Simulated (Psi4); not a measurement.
hydrogen fluoride (hydrogen fluoride), singlet, at a GFN2-xTB geometry; CCSD(T)/STO-3G (Psi4 1.11).

Input for Psi4:
```
memory 2 GB

molecule mol {
0 1
  F    -0.000000   -0.000000   -0.093252
  H     0.000000    0.000000    0.839265
}

set basis sto-3g
set reference rhf
set freeze_core true

energy('ccsd(t)')
print_variables()
```

It wrote (shortened):

```
   => Loading Basis Set <=

    Name: STO-3G
    Role: ORBITAL
    Keyword: BASIS

         ---------------------------------------------------------
                                   SCF
               by Justin Turney, Rob Parrish, Andy Simmonett
                          and Daniel G. A. Smith
                              RHF Reference
         ---------------------------------------------------------

  ==> Geometry <==

    Molecular point group: c2v
    Full point group: C_inf_v

    Geometry (in Angstrom), charge = 0, multiplicity = 1:

       Center              X                  Y                   Z               Mass
    ------------   -----------------  -----------------  -----------------  -----------------
         F            0.000000000000     0.000000000000    -0.046976069973    18.998403162730
         H            0.000000000000     0.000000000000     0.885540930027     1.007825032230

  Running in c2v symmetry.

  Rotational constants: A = ************  B =     20.25564  C =     20.25564 [cm^-1]
  Rotational constants: A = ************  B = 607248.79425  C = 607248.79425 [MHz]
  Nuclear repulsion =    5.107247263084749

  Charge       = 0
  Multiplicity = 1
  Electrons    = 10
  Nalpha       = 5
  Nbeta        = 5

  ==> Algorithm <==

  SCF Algorithm Type is PK.
  DIIS enabled.
  MOM disabled.
  Fractional occupation disabled.
  Guess Type is SAD.
  Energy threshold   = 1.00e-08
  Density threshold  = 1.00e-08
  Integral threshold = 1.00e-12

  ==> Primary Basis <==

  Basis Set: STO-3G
    Blend: STO-3G
    Number of shells: 4
    Number of basis functions: 6
    Number of Cartesian functions: 6
    Spherical Harmonics?: true
    Max angular momentum: 1

  ==> Integral Setup <==

  Using in-core PK algorithm.
   Calculation information:
      Number of atoms:                   2
      Number of AO shells:               4
      Number of primitives:             12
      Number of atomic orbitals:         6
      Number of basis functions:         6

      Integral cutoff                 1.00e-12
      Number of threads:                 1

  Performing in-core PK
  Using 462 doubles for integral storage.
  We computed 55 shell quartets total.
  Whereas there are 55 unique shell quartets.

  ==> DiskJK: Disk-Based J/K Matrices <==

    J tasked:                  Yes
    K tasked:                  Yes
    wK tasked:                  No
    Schwarz Cutoff:          1E-12

  Minimum eigenvalue in the overlap matrix is 4.2379385860E-01.
[...]
  @RHF Final Energy:   -98.57213401446901
    Total Energy =                        -98.5721340144690146
[...]

    Iterations converged.

    Largest TIA Amplitudes:
              1   0         0.0118610608
              0   0         0.0014939243

    Largest TIjAb Amplitudes:
      1   1   0   0        -0.1148638197
      0   1   0   0         0.0301645778
      1   0   0   0         0.0301645778
      0   0   0   0        -0.0249204524
      2   2   0   0        -0.0173905182
      3   3   0   0        -0.0173905182

    SCF energy       (wfn)                    =  -98.572134014469015
    Reference energy (file100)                =  -98.572134014468958

    Opposite-spin MP2 correlation energy      =   -0.017997920121881
    Same-spin MP2 correlation energy          =    0.000000000000000
    Singles MP2 correlation energy            =   -0.000000000000000
    MP2 correlation energy                    =   -0.017997920121881
      * MP2 total energy                      =  -98.590131934590843

    Opposite-spin CCSD correlation energy     =   -0.027024907881595
    Same-spin CCSD correlation energy         =    0.000000000000000
    Singles CCSD correlation energy           =    0.000000000000000
    CCSD correlation energy                   =   -0.027024907881595
      * CCSD total energy                     =  -98.599158922350554

            **************************
            *                        *
            *        CCTRIPLES       *
            *                        *
            **************************

    Wave function   =    CCSD_T
    Reference wfn   =      RHF

    Nuclear Rep. energy (wfn)                =    5.107247263084749
    SCF energy          (wfn)                =  -98.572134014469015
    Reference energy    (file100)            =  -98.572134014468958
    CCSD energy         (file100)            =   -0.027024907881595
    Total CCSD energy   (file100)            =  -98.599158922350554

    Number of ijk index combinations:               20
    Approx. words needed per explicit thread:               4
    Number of threads for explicit ijk threading:    1

    MKL num_threads set to 1 for explicit threading.

    (T) energy                                =   -0.000000000000000
      * CCSD(T) total energy                  =  -98.599158922350554

  Variable Map:
  ----------------------------------------------------------------------------
[...]
  Array Variable Map:
  ----------------------------------------------------------------------------
[...]
[...]
```
